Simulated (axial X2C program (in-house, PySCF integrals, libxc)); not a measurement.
# Worked dissociation energy of NaTi⁺: CCSD(T), spin-free

All values were computed with an axial X2C code built on PySCF integrals. Spin-free means the one-electron spin-free X2C Hamiltonian. Basis: Ti dyall-cv3z [10s10p6d4f2g], Na dyall-cv3z [9s8p5d2f] (cores contracted in-house); Gaussian nuclei, density fitting, unrestricted open shells. Masses: Ti 47.948 u, Na 22.990 u.

Molecular state: M_S = 1, Λ = 0 (beyond evenly filled blocks: π+α, π-α).

Correlated methods: 4 electrons correlated (number of frozen shells: Ti 3 s, 2 p; Na 2 s, 1 p), 304 virtual spin orbitals or spinors in MP2, 75 natural virtuals in coupled cluster.

| Item | Value |
| --- | --- |
| E(Ti) (2M_S = 2, M_L = 0) | -852.809760 hartree |
| E(Na+) (2M_S = 0, M_L = 0) | -161.885879 hartree |
| E(NaTi⁺) at Re | -1014.719986 hartree |
| ωe | 128.8 cm⁻¹ |
| ωexe | 0.698 cm⁻¹ |

Question: Work out De and D0.

Answer: De = -852.809760 + (-161.885879) − (-1014.719986) = 0.02435 hartree = 0.663 eV. The zero-point energy is ωe/2 − ωexe/4 = 64 cm⁻¹ = 0.008 eV, so D0 = 0.655 eV.

The state is one determinant whose occupation by symmetry is held fixed; it was picked as the lowest of a PBE0 search that is not exhaustive. De is counted from the lowest determinant-based energies of the atoms at the same level, without counterpoise correction. Coupled cluster ran in a truncated set of natural virtual spinors; the MP2 energy of the rest was added. (T) has no such correction and the atoms are truncated less, which lowers De at CCSD(T) by a hundredth of an eV or more. PBE0 can misorder states that lie within some tenths of an eV, so this need not be the ground state of the molecule. The nearest other spin-free determinant of the search, M_S = 2, Λ = 2, lies 0.12 eV up at the distance of the search. The outer-core s and p shells of the metal are frozen in the correlated rows, which leaves out core–valence correlation; for alkali and alkaline-earth bonds that tends to lengthen them.

Each atomic determinant is the lowest at this level and need not be a pure term. Totals compare only within one Hamiltonian and basis.
